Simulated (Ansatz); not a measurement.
Reaction (cleavage of the Ga–Si bond): `[NH2][GaH][SiH2]O` + NH₃ → `[NH2][GaH][NH2]` + `O[SiH3]`

Isolated molecules relaxed with PBE0-D4/def2-TZVP in Ansatz; ΔE leaves out vibrations. CBS: MP2 limit from def2 TZ/QZ plus the TZ coupled-cluster correction, frozen cores. This one scheme is used for every species. Functionals use def2-TZVPP. B3LYP here is the variant with VWN-RPA as its local correlation; programs differ in this. For Ga outer-core shells are correlated without core-valence functions, which leaves a few kJ/mol of doubt a bond. Scalar relativity is left out up to krypton. Each species was taken in one conformer, which may not be the lowest.

| level | ΔE (kJ/mol) | difference from CCSD(T)/CBS |
| --- | --- | --- |
| PBE-D4 | -8.5 | 21.1 |
| r2SCAN-D4 | -22.6 | 7.0 |
| PBE0-D4 | -15.0 | 14.6 |
| B3LYP-D4 | -22.1 | 7.5 |
| ωB97X-V | -28.5 | 1.1 |
| ωB97M-V | -27.2 | 2.4 |
| B2PLYP | -30.9 | -1.3 |
| PBE | -10.6 | 19.0 |
| r2SCAN | -23.3 | 6.3 |
| PBE0 | -17.0 | 12.6 |
| B3LYP | -25.4 | 4.2 |
| HF/def2-TZVPP | -45.2 | -15.6 |
| MP2/def2-TZVPP | -37.2 | -7.6 |
| SCS-MP2/def2-TZVPP | -39.1 | -9.5 |
| CCSD/def2-TZVPP | -31.9 | -2.3 |
| CCSD(T)/def2-TZVPP | -29.8 | -0.2 |
| HF/def2-QZVPP | -46.6 | -17.0 |
| MP2/def2-QZVPP | -37.6 | -8.0 |
| SCS-MP2/def2-QZVPP | -39.7 | -10.1 |
| HF/CBS(def2) | -46.8 | -17.2 |
| MP2/CBS(def2) | -37.0 | -7.4 |
| CCSD/CBS(def2) | -31.7 | -2.1 |
| CCSD(T)/CBS | -29.6 | 0 |

Largest T1 diagnostic among the species: 0.014.

From PBE to PBE0 (25 % exact exchange), in def2-TZVPP and without D4, ΔE moves by −6.4 kJ/mol. In def2-TZVPP, CCSD(T) changes the Hartree–Fock value by +15.4 kJ/mol (the triples alone add +2.1 kJ/mol) and MP2 by +7.9 kJ/mol. The D4 term adds +3.3 kJ/mol with B3LYP and +2.0 kJ/mol with PBE0; it sums over pairs of atoms, weighted by their polarisabilities, and B3LYP, whose exchange is more repulsive, gets the larger term.
